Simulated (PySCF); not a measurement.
Spectrum to structure. The calculation used PySCF, TDDFT CAM-B3LYP/def2-SVPD, vertical, gas phase, core orbitals frozen in the response. Geometries: GFN2-xTB, one conformer each.

```csv
state,E (eV),f,"main configurations (H = HOMO, L = LUMO)"
S1,5.47,0.0074,H→L (96%)
S2,6.09,0.0042,"H→L+2 (63%), H→L+1 (30%)"
S3,6.55,0.0010,"H→L+1 (55%), H→L+2 (26%)"
S4,6.74,0.072,"H→L+3 (73%), H→L+5 (12%)"
S5,6.99,0.038,"H→L+5 (70%), H→L+3 (9%)"
S6,7.06,0.032,"H→L+4 (40%), H→L+7 (29%)"
S7,7.13,0.042,"H→L+6 (72%), H→L+4 (13%)"
S8,7.43,0.0060,"H→L+7 (47%), H→L+4 (33%)"
```

Orbital energies (eV): HOMO-3 -10.93, HOMO-2 -10.73, HOMO-1 -10.30, HOMO -8.05, LUMO 0.69, LUMO+1 1.10, LUMO+2 1.22.

Question: Which candidate is it? All have the formula CH11NSi3.
A. `CN([SiH3])[SiH2][SiH3]`
B. `C[Si@H](N)[SiH2][SiH3]`
C. `C[Si@H]([SiH3])N[SiH3]`
D. `[SiH3]C[SiH2]N[SiH3]`
E. `N[SiH2]C([SiH3])[SiH3]`

Answer: A. Its S1, at 5.47 eV, is the lowest among the candidates; the nearest of the others has S1 at 5.94 eV. S1 is HOMO→LUMO (96%). Löwdin shares by element: HOMO nitrogen 48%, silicon 18% or more, carbon 8% (atoms not listed hold the other 26%); LUMO silicon 51%, carbon 7% (atoms not listed hold the other 42%). At the same level the other candidates give, for their lowest levels:
- `[SiH3]C[SiH2]N[SiH3]`: 6.21 eV (f 0.005); 7.07 eV (f 0.021); 7.41 eV (f 0.003); 7.54 eV (f 0.035); 7.79 eV (f 0.014); T1 5.90 eV; HOMO -8.72, LUMO 0.84 eV
- `C[Si@H](N)[SiH2][SiH3]`: 5.98 eV (f 0.005); 6.30 eV (f 0.042); 6.82 eV (f 0.078); 6.98 eV (f 0.128); 7.20 eV (f 0.012); T1 5.60 eV; HOMO -8.63, LUMO 0.58 eV
- `C[Si@H]([SiH3])N[SiH3]`: 5.94 eV (f 0.005); 6.46 eV (f 0.015); 7.04 eV (f 0.014); 7.42 eV (f 0.023); 7.48 eV (f 0.021); T1 5.58 eV; HOMO -8.54, LUMO 0.76 eV
- `N[SiH2]C([SiH3])[SiH3]`: 6.42 eV (f 0.012); 7.28 eV (f 0.011); 7.68 eV (f 0.017); 7.90 eV (f 0.005); 7.91 eV (f 0.074); T1 6.07 eV; HOMO -8.90, LUMO 0.90 eV

The values belong to the conformer `[CH3:1][N:2]([SiH3:3])[SiH2:4][SiH3:5]`: C1–N2–Si4–Si5 72°.
Triplets come from the Tamm–Dancoff approximation.

Without π bonds the low states are Rydberg-like; a valence basis with one diffuse set may place them up to an eV too high.
